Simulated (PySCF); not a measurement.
C₂H₄I, SMILES C[CH]I (connectivity only; charge and spin as stated), charge +1, multiplicity 1. Geometry: PBE-D3(BJ)/def2-SVP. The spin state was assumed, not searched. The isomer is the one that the SMILES or the coordinates give; other isomers of the formula were not compared. The def2 effective core potentials stand for the cores of I; spin–orbit coupling is left out.

All values below come from PBE-D3(BJ)/def2-SVP in PySCF.

Harmonic wavenumbers (cm⁻¹): 165, 306, 617, 722, 890, 937, 1169, 1214, 1259, 1313, 1402, 2891, 2925, 3089, 3122. Rotational constants (GHz): 45.07, 3.055, 2.911; symmetry number 1.

Problem. Work out the zero-point energy and the ideal-gas rigid-rotor harmonic-oscillator thermochemistry at 298.15 K and 1 atm.

Solution. ZPE = ½ Σ hcν = ½ × 22024 cm⁻¹ = 31.48 kcal/mol. H − E(el) = 34.77 kcal/mol. Entropy in cal/(mol K): translation 41.02, rotation 24.20, vibration 5.00, total 70.22. G − E(el) = 13.83 kcal/mol. Cp = 15.08 cal/(mol K).
